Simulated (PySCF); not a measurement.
## Assigning NMR signals

Geometry:
| atom | x (Å) | y (Å) | z (Å) |
| --- | --- | --- | --- |
| C1 | 3.756 | -0.222 | 0.796 |
| C2 | 2.272 | 0.092 | 0.629 |
| C3 | 1.915 | 0.290 | -0.815 |
| N4 | 0.934 | -0.215 | -1.429 |
| N5 | 0.108 | -1.133 | -1.064 |
| C6 | -1.068 | -1.034 | -0.613 |
| C7 | -1.767 | 0.230 | -0.191 |
| C8 | -2.347 | 0.057 | 1.212 |
| C9 | -2.871 | 0.566 | -1.197 |
| H10 | 4.007 | -0.328 | 1.849 |
| H11 | 4.364 | 0.578 | 0.377 |
| H12 | 4.007 | -1.149 | 0.286 |
| H13 | 2.033 | 1.010 | 1.178 |
| H14 | 1.665 | -0.718 | 1.042 |
| H15 | 2.557 | 0.932 | -1.404 |
| H16 | -1.625 | -1.959 | -0.539 |
| H17 | -1.034 | 1.046 | -0.184 |
| H18 | -2.817 | 0.980 | 1.544 |
| H19 | -1.566 | -0.207 | 1.922 |
| H20 | -3.097 | -0.732 | 1.215 |
| H21 | -3.401 | 1.465 | -0.890 |
| H22 | -2.447 | 0.731 | -2.185 |
| H23 | -3.586 | -0.253 | -1.259 |

PySCF 2.14 calculation with coordinates at the GFN2-xTB level and shieldings: GIAO PBE0/pcSseg-1; a single conformation, non-relativistic, isolated molecule, fast rotation and ring inversion assumed for equivalent nuclei.

Scale: TMS for 13C and 1H (reference shieldings calculated alike).

Q: Assign these signals to the numbered atoms. 13C{1H} NMR (computed): δ 136.7 (CH), 131.5 (CH), 29.4 (CH), 24.7 (CH2), 21.4 (CH3), 13.3 (CH3).

A: 
| δ (ppm) | atoms | environment | reason |
| --- | --- | --- | --- |
| 136.7 | C6 | C=N carbon | – |
| 131.5 | C3 | C=N carbon | – |
| 29.4 | C7 | sp3 CH | saturated and bonded to C and H only |
| 24.7 | C2 | sp3 CH2 | aliphatic region, no heteroatom directly attached |
| 21.4 | C8/C9 | methyl carbon | a saturated carbon with 1 carbon neighbour and no heteroatom attached |
| 13.3 | C1 | methyl carbon | – |

Q: Assign these signals to the numbered atoms. 1H NMR (500 MHz, computed): δ 6.17 (t, 1H), 6.00 (d, 1H), 2.22 (m, 1H), 1.98 (m, 2H), 1.10 (t, 3H), 1.00 (d, 6H).

A: 
6.17 → H15, hydrogen on a C=N carbon
6.00 → H16, hydrogen on a C=N carbon
2.22 → H17, hydrogen on an sp3 CH
1.98 → H13/H14, hydrogen on an sp3 CH2
1.10 → H10/H11/H12, hydrogen on a methyl carbon
1.00 → H18/H19/H20/H21/H22/H23, hydrogen on a methyl carbon

H10/H11/H12 and H18/H19/H20/H21/H22/H23 lie closer than the usual error of such a calculation, so a measured spectrum could show them in the other order.

Shifts are as computed. Against solution values, carbons near 30 ppm lie about +3 ppm off and those near 130 ppm about +5 ppm. Of 1211 compounds with measured shifts, 218 miss one by over three times the rms of a fit or turn the order of signals round; such compounds aren't used in these exercises. Multiplicities follow the n + 1 count of equivalent neighbours, as no J values were calculated; m marks all less simple cases, F and P coupling included.
